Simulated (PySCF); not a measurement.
Static response to an electric field

Compound: B2GeH10N2O.
Cartesian coordinates in Å at the PBE0-D3(BJ)/def2-SVP level; atoms count from 1:
```xyz
16
B2GeH10N2O angstrom
Ge     1.535   -0.330    0.573
O      0.618   -0.023   -0.908
B     -0.768    0.128   -1.127
N     -1.483    1.183   -0.132
B     -2.293   -0.037    0.495
N     -1.664   -1.080   -0.533
H      1.286    0.808    1.590
H      1.099   -1.677    1.193
H      3.011   -0.373    0.157
H     -1.068    0.358   -2.291
H     -2.041    1.885   -0.610
H     -0.851    1.664    0.504
H     -3.498    0.082    0.365
H     -1.922   -0.269    1.633
H     -2.310   -1.484   -1.206
H     -1.129   -1.839   -0.117
```

Level: PBE0/def2-SVPD (PySCF), static field, nuclei fixed, core orbitals frozen in the response. The polarisability tensor in these axes (au):

```
x   89.41 -1.73  3.23
y   -1.73 73.83 -0.95
z    3.23 -0.95 77.62
```

Problem. What are the eigenvalues, a third of the trace, and Δα (Δα² = ½Σ(αi − αj)² over the three pairs)?

Solution. Principal values 73.54, 76.86 and 90.45 au; mean 80.29 au = 11.90 Å³ = 13.24 × 10⁻⁴⁰ C²·m²/J; Δα = 15.52 au (19 % of the mean).

Problem. What is the dipole moment, and where does it point?

Solution. (-0.03, -0.06, 0.45) D, 0.45 D in size, pointing from the negative to the positive side. Measured along this direction, the outermost atoms are H10 at the negative end and H14 at the positive end.

Problem. What depolarisation ratio follows for Rayleigh scattering of linearly polarised light, taking the static tensor?

Solution. ρ = 3Δα²/(45ᾱ² + 4Δα²) = 722.6/(290069 + 963.5) = 0.00248.

Problem. Refractivity n − 1 of an ideal gas of it at 500 K and 1 atm, from the electronic α?

Solution. N = p/kT = 1.4678 × 10¹⁹ cm⁻³, so n − 1 = 2π × N × 11.90 × 10⁻²⁴ cm³ = 1097 × 10⁻⁶ at long wavelengths, for an ideal gas.

Problem. How large is μ²/3kT at 500 K beside α?

Solution. In Gaussian units μ²/3kT = 0.98 Å³ against 11.90 Å³, a ratio of 0.08; the Debye molar polarisation (4π/3)N_A(α + μ²/3kT) is 32.5 cm³/mol, leaving out the vibrational part.

Problem. Form Σ f/ω² (atomic units) for the 10 lowest TDDFT singlets, given as eV and f, and set it beside the mean polarisability, which is this sum over all singlets: 6.38, 0.0003; 6.72, 0.0525; 6.77, 0.0022; 7.04, 0.0116; 7.10, 0.0068; 7.12, 0.0182; 7.27, 0.0160; 7.65, 0.0142; 7.75, 0.0184; 7.75, 0.0231.

Solution. They add up to 2.36 au, 2.9 % of the 80.29 au; the largest single term is 0.86 au, from the state at 6.72 eV. Terms in order: 0.01, 0.86, 0.04, 0.17, 0.10, 0.27, 0.22, 0.18, 0.23, 0.28 au. Higher excitations give the rest. The strengths listed sum to 0.163.

Geometry: PBE0-D3(BJ)/def2-SVP, one conformer, isolated molecule. The calculation is non-relativistic, for germanium too.
